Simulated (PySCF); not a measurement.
# TDDFT excited states: CH2ClF3Si

Species: CH₂ClF₃Si.
SMILES: `FC(F)(F)[SiH2]Cl`

Computed, not measured: TDDFT B3LYP/def2-SVPD, vertical, gas phase, core orbitals frozen in the response (PySCF 2.14.0, density-fitted response routines). Geometry: GFN2-xTB; no solvent, vibrations or thermal averaging. Torsions of this conformer, `[F:1][C:2]([F:3])([F:4])[SiH2:5][Cl:6]`: F1–C2–Si5–Cl6 -60°.

```tsv
state	E (eV)	λ (nm)	ν̃ (cm⁻¹)	f	main configurations (H = HOMO, L = LUMO)
S1	7.34	168.9	59210	0.0020	H→L (98%)
S2	7.64	162.3	61620	0.015	H-1→L (98%)
S3	8.21	151.1	66180	0.030	H→L+1 (94%)
S4	8.33	148.8	67220	0.0006	H-1→L+1 (90%)
S5	8.62	143.9	69500	0.052	H→L+2 (92%)
S6	8.81	140.7	71080	0.011	H-1→L+2 (89%)
S7	8.81	140.7	71090	0.048	H-2→L (83%)
S8	8.84	140.3	71290	0.024	H→L+3 (90%)
```

Triplets, Tamm–Dancoff:

```tsv
state	E (eV)	λ (nm)	main configurations (H = HOMO, L = LUMO)
T1	6.98	177.7	H→L (97%)
T2	7.22	171.6	H-1→L (97%)
T3	7.63	162.5	H→L+1 (87%), H→L+2 (8%)
```

The lowest singlet comes at 169 nm (708 kJ/mol) in the vacuum ultraviolet; it is very weak; its leading configuration is HOMO→LUMO (98%). The strongest level in the table is S5 at 8.62 eV (144 nm, f = 0.052). S6/S7 lie within about 0.01 eV of each other. Löwdin shares by element: HOMO chlorine 33%, carbon 18%, silicon 16%, fluorine 10% or more (atoms not listed hold the other 24%); LUMO silicon 35%, chlorine 27%, hydrogen 22% (atoms not listed hold the other 16%). Of the 8 states listed, 6 reach f = 0.01 and none stays under 0.0005. The listed states span 1.50 eV, and the widest gap between neighbours is 0.57 eV (S2 to S3). Orbital energies (eV): HOMO-3 -11.34, HOMO-2 -10.60, HOMO-1 -9.59, HOMO -9.23, LUMO -0.79, LUMO+1 -0.12, LUMO+2 0.19. The window holds the lowest 8 singlets.
